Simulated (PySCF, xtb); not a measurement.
trifluorosilylmethanol (CH3F3OSi), SMILES F[Si](F)(CO)F.

GFN2-xTB run with xtb 6.7.1 at its own geometry gives an orbital gap of 6.78 eV and a dipole moment of 1.99 D.

Geometry: PBE0-D3(BJ)/def2-SVP. The values are those of a single conformer.

Q: What does B3LYP/def2-TZVP (PySCF) give? (The exact figures need the calculation; the answer reports its results.)

A: gap 8.09 eV (levels -8.16 and -0.07 eV), dipole 1.84 D.
